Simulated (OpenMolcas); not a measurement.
## What dynamic correlation does to the levels of Fe2+

```json
{
 "Program": "OpenMolcas",
 "Basis": "ANO-RCC-VTZP [6s5p3d2f1g]",
 "Scalar Hamiltonian": "DKH2, point nucleus",
 "Active space": "6 electrons in 9 orbitals (RAS2 3d 4s; RAS3 4p, at most 2 electrons)",
 "State averaging": "2S+1 = 5 even, 30 roots; 2S+1 = 7 even, 1 root kept (CI in the orbitals of an earlier block); 2S+1 = 3 even, 87 roots kept (CI in the orbitals of an earlier block); 2S+1 = 1 even, 89 roots kept (CI in the orbitals of an earlier block); 2S+1 = 5 odd, 54 roots (3 in the spin-orbit step); 2S+1 = 7 odd, 3 roots kept (CI in the orbitals of an earlier block); 2S+1 = 3 odd, 40 roots kept (CI in the orbitals of an earlier block, 0 in the spin-orbit step); 2S+1 = 1 odd, 11 roots kept (CI in the orbitals of an earlier block, 0 in the spin-orbit step)",
 "Spin-orbit coupling": "state interaction with AMFI integrals over the reference wave functions, term energies averaged over their components"
}
```

Methods on the same reference wave functions:
A. RASSCF
B. SS-RASPT2, IPEA 0.25 Eh, imaginary shift 0.1 Eh (closed shells correlated: 3s 3p)
C. MS-RASPT2, IPEA 0.25 Eh, imaginary shift 0.1 Eh (closed shells correlated: 3s 3p)

Energies in cm⁻¹ above 3d⁶ ⁵D₄, the measured ground level; measured values from Corliss and Sugar, J. Phys. Chem. Ref. Data 11, 135 (1982).

| Level | A | B | C | Measured |
| --- | --- | --- | --- | --- |
| 3d⁶ ⁵D₄ | 0.0 | 0.0 | 0.0 | 0.0 |
| 3d⁶ ⁵D₃ | 478 | 481 | 481 | 436 |
| 3d⁶ ⁵D₂ | 817 | 817 | 817 | 739 |
| 3d⁶ ⁵D₁ | 1036 | 1031 | 1031 | 932 |
| 3d⁶ ⁵D₀ | 1144 | 1137 | 1137 | 1027 |
| 3d⁵ 4s ⁷S₃ | 10962 | 27690 | 27690 | 30089 |
| 3d⁵ 4s ⁵S₂ | 22731 | 37120 | 37120 | 41000 |
| 3d⁶ ³H₆ | 23974 | 19990 | 19990 | 20051 |
| 3d⁶ ³H₅ | 24226 | 20230 | 20230 | 20301 |
| 3d⁶ ³H₄ | 24415 | 20380 | 20380 | 20482 |
| 3d⁶ ³P₂(1) | 25796 | 18880 | 18880 | 19405 |
| 3d⁶ ³F₄(1) | 27193 | 21180 | 21180 | 21462 |
| 3d⁶ ³P₁(1) | 27207 | 20300 | 20300 | 20688 |
| 3d⁶ ³F₃(1) | 27461 | 21430 | 21430 | 21700 |
| 3d⁶ ³F₂(1) | 27656 | 21600 | 21600 | 21857 |
| 3d⁶ ³P₀(1) | 27806 | 20890 | 20890 | 21208 |
| 3d⁶ ³G₅ | 30181 | 24290 | 24290 | 24559 |
| 3d⁶ ³G₄ | 30619 | 24710 | 24720 | 24941 |
| 3d⁶ ³G₃ | 30829 | 24910 | 24910 | 25142 |
| 3d⁶ ¹I₆ | 36127 | 30290 | 30290 | 30356 |
| 3d⁶ ¹G₄(1) | 37759 | 30120 | 30120 | 30886 |
| 3d⁶ ³D₁ | 38945 | 30210 | 30210 |  |
| 3d⁶ ³D₂ | 38980 | 30210 | 30210 |  |
| 3d⁶ ³D₃ | 39110 | 30370 | 30370 | 30858 |

Deviations, from unrounded energies. A percentage is the sum of absolute deviations over the sum of measured energies, with the sign that they share, or ± where signs differ.

```json
{"Against measurement": "mean absolute deviation (cm-1)", "Levels": "21", "A": "5900", "B": "520", "C": "520"}
{"Against measurement": "fine structure of the ground term (%)", "Levels": "4", "A": "+10.9", "B": "+10.6", "C": "+10.6"}
{"Against measurement": "other terms of the ground configuration (%)", "Levels": "15", "A": "+24.4", "B": "-1.2", "C": "-1.2"}
{"Against measurement": "other configurations (%)", "Levels": "2", "A": "-52.6", "B": "-8.8", "C": "-8.8"}
```

B, C lie about equally close to measurement and A furthest from it. The largest miss of C in the table is 3d⁵ 4s ⁵S₂, by -3900 cm-1. The ranking rests on the paired levels alone, and a cruder setting can come out closer through cancelling errors.

Between B and C no level of the table moves by more than 5 cm-1.

The two smallest mean deviations differ by little beside CASPT2's spread within terms, so their order carries little weight.

From A to B the spin-free energies of the other terms of 3d⁶ shown, above ⁵D, scale by factors of 0.73 to 0.84, as is usual when dynamic correlation screens the repulsion within a d or f shell.

The lowest spin-free term lies below A's lowest term by 0.486 hartree in B, 0.486 hartree in C.

CASPT2 breaks the degeneracy within a term, and the mean is taken; among the terms shown or strongly mixed into the levels shown the widest spread is 1500 cm-1 (3d⁶ ¹G(1), B). Over all roots computed the reference weight is 0.87 to 0.95 in B, 0.87 to 0.95 in C; the roots of lowest weight are the least certain, and an intruder state may touch them. Some high roots are left out of the spin-orbit mixing, which shifts the levels that they would mix with. Terms from blocks run as CI alone lack orbitals of their own. A single d shell beside an s shell can misplace configurations of different d count against each other. Without dynamic correlation excited terms often stand tens of per cent too high (terms of higher spin than the ground term too low), and those without a measured partner can miss by more than the paired ones (holds for A). The CASPT2 spread within a term exceeds the gap to the next term for 3d⁶ ¹G(1) and 3d⁶ ¹I, 3d⁶ ¹I and 3d⁶ ³D, so the order of their levels is uncertain (holds for B; C). Blocks of more than 70 roots (2S+1 = 3 even, 1 even) ran without multistate coupling (holds for C). Computed and measured levels are paired by configuration, term and J; levels that our copy of the source lacks, or whose pairing is in doubt (as where it misses far off the trend of its configuration), stay unpaired and out of the deviations. Levels of configurations outside the active space are missing. The table leaves out levels that lie high or whose names do not pair safely across all columns.

A number in round brackets counts repeated terms of one configuration in the order of the reference energies.
